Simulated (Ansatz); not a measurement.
`CNB(F)F` and `CNBF` differ in one atom or group.

Ansatz, PBE0-D4/def2-TZVP geometries, multiplicity 1. Each molecule was computed in one conformer, which needn't be the lowest.

```tsv
property	`CNB(F)F`
HOMO energy (PBE0/def2-TZVPP) / eV	-7.84
zero-point energy (PBE0-D4/def2-TZVP) / kJ/mol	172.0
size of the dipole moment (ωB97M-V/def2-TZVPP) / D	2.73
size of the dipole moment (PBE/def2-TZVPP) / D	2.72
LUMO energy (PBE/def2-TZVPP) / eV	-0.02
HOMO energy (ωB97M-V/def2-TZVPP) / eV	-10.18
```

Problem. Give the same properties after the change, and the shifts. (Best estimate.)

Solution. The calculation gave: 
| property | `CNBF` | shift |
| --- | --- | --- |
| HOMO energy (PBE0/def2-TZVPP) / eV | -7.78 | 0.06 |
| zero-point energy (PBE0-D4/def2-TZVP) / kJ/mol | 186.8 | 14.8 |
| size of the dipole moment (ωB97M-V/def2-TZVPP) / D | 2.46 | -0.27 |
| size of the dipole moment (PBE/def2-TZVPP) / D | 2.48 | -0.24 |
| LUMO energy (PBE/def2-TZVPP) / eV | -0.06 | -0.04 |
| HOMO energy (ωB97M-V/def2-TZVPP) / eV | -10.13 | 0.05 |

With PBE0 the HOMO rises by 0.06 eV and the LUMO rises by 0.12 eV, so the gap widens by about 0.06 eV. PBE moves the HOMO by -0.01 eV and ωB97M-V by 0.05 eV. Dipoles are sizes alone; their direction can turn.
